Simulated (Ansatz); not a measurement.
Ansatz (a program for electronic structure) input (BHLYP/def2-TZVPD):

Ansatz 0.2 input:
```yaml
crystal:
  periodic: [false, false, false]
  atoms:
    - {symbol: Hg, position_ang: [-0.00000000, -0.00000000, -0.02218255]}
    - {symbol: H, position_ang: [0.00000000, 0.00000000, 1.77460415]}
basis:
  gaussian:
    orbitals: def2-TZVPD
hamiltonian:
  xc: {name: BHLYP}
total_charge: 1
```

End of the output:

```
integrals: 0.01 GiB planned
547 factors; their error is unknown
mean field: 0.13 GiB planned
mean field evaluation 1: about -4178.9705 eV, gradient 2.1e1 eV
mean field evaluation 2: about -4178.9623 eV, gradient 2.1e1 eV
mean field evaluation 4: about -4179.7653 eV, gradient 5.2e-1 eV
mean field evaluation 8: about -4179.8298 eV, gradient 2.7e-2 eV
mean field -4179.82984779 eV, -153.6059137157 hartree, gradient 7.4e-5 eV, S^2 0.000000; 0 other end points of the search recorded, 0 dependent functions left out
reference -4179.82997047 eV, -153.6059182242 hartree; 10, 10 occupied and 45, 45 virtual orbitals, 547 factors
Total energy: -4179.82997047 eV, -153.6059182242 hartree
```

This state (charge 1, singlet) is run at the relaxed geometry of the species with charge 0 and multiplicity 2.
